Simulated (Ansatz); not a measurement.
Isolated molecules relaxed with PBE0-D4/def2-TZVP in Ansatz; ΔE leaves out vibrations. CCSD(T)/CBS is the MP2 limit (def2-TZVPP, def2-QZVPP) plus CCSD(T) − MP2 in def2-TZVPP, frozen cores. DFT in def2-TZVPP. One conformer a species, not always the lowest.

Reaction (isomerisation): `C[SiH2]OCO` → `COC[SiH2]O`

`C[SiH2]OCO`:

Cartesian coordinates in Å:
```
C -2.090 -0.770 -0.540
Si -0.748 0.186 0.314
O 0.691 -0.321 -0.338
C 1.866 0.427 -0.244
O 2.241 0.681 1.075
H -3.068 -0.499 -0.133
H -1.950 -1.844 -0.396
H -2.096 -0.566 -1.613
H -0.790 -0.069 1.779
H -0.887 1.653 0.086
H 2.638 -0.134 -0.783
H 1.739 1.413 -0.705
H 2.453 -0.157 1.497
```

`COC[SiH2]O`:

Cartesian coordinates in Å:
```
C -1.665 -0.618 -0.161
O -1.060 0.471 0.485
C 0.214 0.148 1.030
Si 1.543 0.167 -0.326
O 1.154 1.415 -1.329
H -1.063 -0.991 -1.001
H -1.832 -1.450 0.536
H -2.628 -0.276 -0.542
H 0.443 0.936 1.754
H 0.174 -0.798 1.589
H 1.588 -1.115 -1.084
H 2.885 0.399 0.267
H 0.246 1.713 -1.220
```

Is it downhill or uphill in electronic energy at CCSD(T)/CBS, and by how much? (An estimate is asked.)

The calculation gave: Uphill: ΔE = +13.8 kcal/mol.

What do these levels give: PBE0-D4, ωB97X-V, MP2/def2-QZVPP, SCS-MP2/def2-QZVPP, MP2/CBS(def2), CCSD/CBS(def2)? (Best estimate.)

Ansatz gave: PBE0-D4 14.0, ωB97X-V 14.0, MP2/def2-QZVPP 14.2, SCS-MP2/def2-QZVPP 13.9, MP2/CBS(def2) 14.1, CCSD/CBS(def2) 14.0 kcal/mol.

Largest T1 diagnostic among the species: 0.011.

From PBE to PBE0 (25 % exact exchange), in def2-TZVPP and without D4, ΔE moves by +0.8 kcal/mol. In def2-TZVPP, CCSD(T) changes the Hartree–Fock value by −1.9 kcal/mol (the triples alone add −0.3 kcal/mol) and MP2 by −1.6 kcal/mol.
